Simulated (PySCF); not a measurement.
HO2Si, SMILES [Si](=O)=[OH+], charge +1.

Geometry: B3LYP-D3(BJ)/def2-TZVP. The isomer is the one that the SMILES or the coordinates give; other isomers of the formula were not compared.

Two levels are set side by side: TDA-PBE/def2-SVPD (PySCF) and ADC(2)/aug-cc-pVDZ (PySCF). Vertical, same geometry; the bases differ. Differences are taken from unrounded values.

```json
[
 {"quantity": "lowest singlet excitation (eV)", "TDA-PBE": "4.15"}
]
```

These are the TDA-PBE values. What does ADC(2) give? (The exact figures need the calculation; the answer reports its results.)


```tsv
quantity	ADC(2)	TDA-PBE minus ADC(2)
lowest singlet excitation (eV)	4.06	0.09
```

Rough cost on one machine, each run with all the roots and properties that it gave: ADC(2) against TDA-PBE about 6 times.
